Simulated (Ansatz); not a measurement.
`OB[Si](F)([SiH3])Cl` + `[SiH3]CCBr` → `OBCCBr` + `F[Si]([SiH3])([SiH3])Cl`  (redistribution)

Calculated with Ansatz (gas phase, PBE0-D4/def2-TZVP geometries, no zero-point term in ΔE). CCSD(T)/CBS adds triple-zeta CCSD(T) − MP2 to the extrapolated MP2 energy (def2 sets, frozen cores). For Br outer-core shells are correlated without core-valence functions, which leaves a few kJ/mol of doubt a bond. Scalar relativity is left out up to krypton. One conformer a species, not always the lowest.

| species | CCSD(T)/CBS(def2) energy (Eh) |
| --- | --- |
| `OB[Si](F)([SiH3])Cl` | -1240.85334 |
| `[SiH3]CCBr` | -2942.71474 |
| `OBCCBr` | -2753.06158 |
| `F[Si]([SiH3])([SiH3])Cl` | -1430.51902 |

Question: Work out ΔE.

Answer: ΔE = (-2753.06158) + (-1430.51902) − (-1240.85334) − (-2942.71474) = -0.01252 Eh = -7.9 kcal/mol.

Largest T1 diagnostic among the species: 0.013.

The D4 term adds −0.7 kcal/mol with B3LYP and −0.4 kcal/mol with PBE0; it sums over pairs of atoms, weighted by their polarisabilities, and B3LYP, whose exchange is more repulsive, gets the larger term.

B3LYP here is the variant with VWN-RPA as its local correlation; programs differ in this.
